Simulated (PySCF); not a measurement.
PySCF input for BF2I, SMILES FB(I)F, TDA-B3LYP/def2-SVPD. Geometry optimised at PBE0-D3(BJ)/def2-SVP. The def2 effective core potentials stand for the cores of I; spin–orbit coupling is left out.

```python
import numpy as np
from pyscf import gto, scf, dft, tdscf

mol = gto.M(
    atom='''
    B     0.00000000    0.00000000   -1.32331804
    F     0.00000000    1.12869413   -1.98641893
    F     0.00000000   -1.12869413   -1.98641893
    I     0.00000000    0.00000000    0.79947417
    ''',
    basis='def2-SVPD',
    ecp={'I': 'def2-svp'},
    charge=0,
    spin=0,
    symmetry=True,
    max_memory=1600,
    verbose=4,
)
mf = dft.RKS(mol, xc='b3lyp').density_fit(auxbasis='def2-universal-jkfit')
mf.grids.level = 3
mf.conv_tol = 1e-9
mf.max_cycle = 100
mf.kernel()
mf.grids = dft.Grids(mol).set(level=1).build(with_non0tab=True)  # coarser grid for the response kernel
td = tdscf.TDA(mf)
td.singlet = True
td.nstates = 10
td.conv_tol = 1e-4
td.kernel(x0=td.get_init_guess(mf, 15))
td.analyze()
tt = tdscf.TDA(mf)
tt.singlet = False
tt.nstates = 4
tt.conv_tol = 1e-4
tt.kernel(x0=tt.get_init_guess(mf, 9))
tt.analyze(verbose=3)
```

Output:

```
PySCF version 2.14.0

[INPUT] verbose = 4
[INPUT] num. atoms = 4
[INPUT] num. electrons = 48
[INPUT] charge = 0
[INPUT] spin (= nelec alpha-beta = 2S) = 0
[INPUT] symmetry True subgroup None
[INPUT] Mole.unit = angstrom
[INPUT] Symbol           X                Y                Z      unit          X                Y                Z       unit  Magmom
[INPUT]  1 B      0.000000000000   0.000000000000  -1.323318040000 AA    0.000000000000   0.000000000000  -2.500708671296 Bohr   0.0
[INPUT]  2 F      0.000000000000   1.128694130000  -1.986418930000 AA    0.000000000000   2.132922784104  -3.753787746352 Bohr   0.0
[INPUT]  3 F      0.000000000000  -1.128694130000  -1.986418930000 AA    0.000000000000  -2.132922784104  -3.753787746352 Bohr   0.0
[INPUT]  4 I      0.000000000000   0.000000000000   0.799474170000 AA    0.000000000000   0.000000000000   1.510787224964 Bohr   0.0

nuclear repulsion = 165.752132177535
point group symmetry = C2v
symmetry origin: [0.00000000e+00 0.00000000e+00 1.74053745e-09]
symmetry axis x: [1. 0. 0.]
symmetry axis y: [0. 1. 0.]
symmetry axis z: [0. 0. 1.]
num. orbitals of irrep A1 = 42
num. orbitals of irrep A2 = 12
num. orbitals of irrep B1 = 19
num. orbitals of irrep B2 = 28
number of shells = 39
number of NR pGTOs = 166
number of NR cGTOs = 101
basis = def2-SVPD
ecp = {'I': 'def2-svp'}


[settings echo left out]
init E= -491.131346677114
HOMO (B2) = -0.815077883356359  LUMO (A1) = -0.640106612313158  gap/eV = 4.76121
cycle= 1 E= -520.694690509338  delta_E= -29.6  |g|= 3.03  |ddm|= 11.1
HOMO (A1) = -0.0265913275208192  LUMO (B2) = -0.0103407441493708  gap/eV = 0.44220
cycle= 2 E= -518.009729606998  delta_E= 2.68  |g|= 3.22  |ddm|= 22.4
HOMO (B2) = -0.229426557374449  LUMO (A1) = -0.103675406637951  gap/eV = 3.42186
cycle= 3 E= -521.788552956276  delta_E= -3.78  |g|= 1.26  |ddm|= 20.5
HOMO (B2) = -0.344000773798328  LUMO (B1) = -0.0821897885312461  gap/eV = 7.12424
cycle= 4 E= -522.269606762616  delta_E= -0.481  |g|= 0.52  |ddm|= 1.87
HOMO (B2) = -0.277592137470059  LUMO (B1) = -0.0586003950902487  gap/eV = 5.95907
cycle= 5 E= -522.304935065802  delta_E= -0.0353  |g|= 0.246  |ddm|= 0.656
HOMO (B2) = -0.278595605508535  LUMO (B1) = -0.0313193456606617  gap/eV = 6.72873
cycle= 6 E= -522.316220831336  delta_E= -0.0113  |g|= 0.0767  |ddm|= 0.313
HOMO (B2) = -0.289036595586364  LUMO (B1) = -0.0388773551226063  gap/eV = 6.80718
cycle= 7 E= -522.317709627805  delta_E= -0.00149  |g|= 0.00758  |ddm|= 0.104
HOMO (B2) = -0.290315655504418  LUMO (B1) = -0.0382438693056244  gap/eV = 6.85922
cycle= 8 E= -522.31773425016  delta_E= -2.46e-05  |g|= 0.00222  |ddm|= 0.0167
HOMO (B2) = -0.290039991845934  LUMO (B1) = -0.0382199264106644  gap/eV = 6.85237
cycle= 9 E= -522.31773589802  delta_E= -1.65e-06  |g|= 0.000272  |ddm|= 0.0032
HOMO (B2) = -0.29002459215171  LUMO (B1) = -0.0382570095482428  gap/eV = 6.85094
cycle= 10 E= -522.317735917437  delta_E= -1.94e-08  |g|= 1.55e-05  |ddm|= 0.000485
HOMO (B2) = -0.290028471481918  LUMO (B1) = -0.0382574610621988  gap/eV = 6.85104
cycle= 11 E= -522.317735917637  delta_E= -2e-10  |g|= 2.4e-06  |ddm|= 5.38e-05
HOMO (B2) = -0.29002727083099  LUMO (B1) = -0.0382572713829097  gap/eV = 6.85101
Extra cycle  E= -522.31773591764  delta_E= -2.16e-12  |g|= 2.24e-06  |ddm|= 1.09e-05
converged SCF energy = -522.31773591764
tot grids = 23808


******** <class 'pyscf.tdscf.rks.TDA'> for <class 'pyscf.df.df_jk.DFSymAdaptedRKS'> ********
nstates = 10 singlet
deg_eia_thresh = 1.000e-03
wfnsym = None
conv_tol = 0.0001
eigh lindep = 1e-12
eigh level_shift = 0
eigh max_cycle = 100


Excitation energies (eV)
[5.64476788 6.2453973  6.43890831 6.47637282 7.20471694 7.49846704
 7.90523503 8.00467219 8.1240731  8.12784859]

** Singlet excitation energies and oscillator strengths **
Excited State   1:   A2      5.64477 eV    219.64 nm  f=0.0000
      24 -> 25       -0.70685
Excited State   2:   B2      6.24540 eV    198.52 nm  f=0.0177
      24 -> 26        0.70123
Excited State   3:   A1      6.43891 eV    192.55 nm  f=0.0983
      22 -> 26        0.15494
      23 -> 25       -0.67214
Excited State   4:   B1      6.47637 eV    191.44 nm  f=0.0280
      23 -> 26       -0.69918
Excited State   5:   B2      7.20472 eV    172.09 nm  f=0.0766
      24 -> 27        0.69351
Excited State   6:   B1      7.49847 eV    165.35 nm  f=0.0896
      22 -> 25        0.12237
      23 -> 27       -0.68059
Excited State   7:   B2      7.90524 eV    156.84 nm  f=0.0528
      24 -> 28       -0.69857
Excited State   8:   A2      8.00467 eV    154.89 nm  f=0.0000
      24 -> 29       -0.70513
Excited State   9:   A1      8.12407 eV    152.61 nm  f=0.0021
      23 -> 29        0.33856
      24 -> 30        0.61824
Excited State  10:   B1      8.12785 eV    152.54 nm  f=0.0186
      22 -> 25        0.67465
      24 -> 33       -0.12500

** Transition electric dipole moments (AU) **
state          X           Y           Z        Dip. S.      Osc.
  1         0.0000     -0.0000     -0.0000      0.0000      0.0000
  2         0.0000      0.3405      0.0000      0.1160      0.0177
  3         0.0000      0.0000     -0.7892      0.6229      0.0983
  4        -0.4200     -0.0000      0.0000      0.1764      0.0280
  5        -0.0000      0.6589     -0.0000      0.4341      0.0766
  6        -0.6985     -0.0000     -0.0000      0.4879      0.0896
  7         0.0000     -0.5221      0.0000      0.2726      0.0528
  8        -0.0000      0.0000      0.0000      0.0000      0.0000
  9         0.0000     -0.0000     -0.1030      0.0106      0.0021
 10         0.3059      0.0000      0.0000      0.0936      0.0186

WARN: ECP detected. Skipping calculation of transition velocity and magnetic dipole moments, which have not yet been implemented.



******** <class 'pyscf.tdscf.rks.TDA'> for <class 'pyscf.df.df_jk.DFSymAdaptedRKS'> ********
nstates = 4 triplet
deg_eia_thresh = 1.000e-03
wfnsym = None
conv_tol = 0.0001
eigh lindep = 1e-12
eigh level_shift = 0
eigh max_cycle = 100


Excitation energies (eV)
[5.51051766 5.5412983  5.73548038 5.98272764]

** Triplet excitation energies and oscillator strengths **
Excited State   1:   A2      5.51052 eV    225.00 nm  f=0.0000
Excited State   2:   A1      5.54130 eV    223.75 nm  f=0.0000
Excited State   3:   B2      5.73548 eV    216.17 nm  f=0.0000
Excited State   4:   B1      5.98273 eV    207.24 nm  f=0.0000
```

The run converged.
